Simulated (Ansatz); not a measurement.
Program: Ansatz. Geometries: PBE0-D4/def2-TZVP. ΔE: electronic, gas phase. CCSD(T)/CBS is the MP2 limit (def2-TZVPP, def2-QZVPP) plus CCSD(T) − MP2 in def2-TZVPP, frozen cores. This one scheme is used for every species, atoms too. For atomizations the MP2-based limit and the directly extrapolated one differ by several kJ/mol either way, and by 10 to 25 for some Ge, Se and Sn compounds, so smaller differences from it don't rank the levels. DFT in def2-TZVPP. No spin–orbit coupling; open shells (•) take unrestricted orbitals. Spin–orbit coupling would lower the free atoms: a little for Al, S, Si. One conformer a species, not always the lowest.

Consider the atomization: `[SiH3][N]([SiH3])[AlH][SH]` → Al• + 8 H• + N• + S• + 2 Si•.

(1) What is ΔE at CCSD(T)/CBS? (Estimate.)

(2) What do these levels give: r2SCANh-D4, r2SCAN0-D4, PBE-QIDH, revPBE, r2SCANh, BHLYP, CAM-B3LYP, CCSD(T)/def2-SVP, HF/def2-TZVPP, HF/def2-QZVPP, MP2/def2-QZVPP, CCSD/CBS(def2)? (An estimate is asked.)

(3) What do rigid-rotor, harmonic-oscillator terms from PBE0-D4/def2-TZVP frequencies (298.15 K, 1 bar) make of the CCSD(T)/CBS value? (An estimate is asked.)

Largest T1 diagnostic among the species: 0.018.

## Answers

(1) Ansatz gave: +4051.0 kJ/mol.

(2) Ansatz gave: r2SCANh-D4 4014.9, r2SCAN0-D4 3992.6, PBE-QIDH 3976.8, revPBE 3836.3, r2SCANh 4004.6, BHLYP 3929.0, CAM-B3LYP 4014.2, CCSD(T)/def2-SVP 3736.2, HF/def2-TZVPP 2990.6, HF/def2-QZVPP 3000.9, MP2/def2-QZVPP 4010.3, CCSD/CBS(def2) 4003.2 kJ/mol.

(3) Ansatz gave: ΔZPE = -193.3 kJ/mol, ΔH = +3909.6 kJ/mol, ΔS = 1325 J/(mol·K), ΔG = +3514.6 kJ/mol. Open shells count their whole term as degenerate. Modes under 50 cm⁻¹ make the entropy rough.

From r2SCAN to r2SCAN0 (25 % exact exchange), in def2-TZVPP and without D4, ΔE moves by −40.2 kJ/mol: exact exchange takes away binding that semilocal exchange gives to molecules. In def2-TZVPP, CCSD(T) changes the Hartree–Fock value by +940.0 kJ/mol (the triples alone add +47.8 kJ/mol) and MP2 by +947.0 kJ/mol; breaking electron pairs costs correlation energy, which Hartree–Fock lacks. At CCSD(T), def2-SVP lies −314.8 kJ/mol from the extrapolated value and def2-TZVPP −120.4 kJ/mol: correlation converges slowly with the basis, and small sets miss more of it in the bonded molecule than in its fragments.
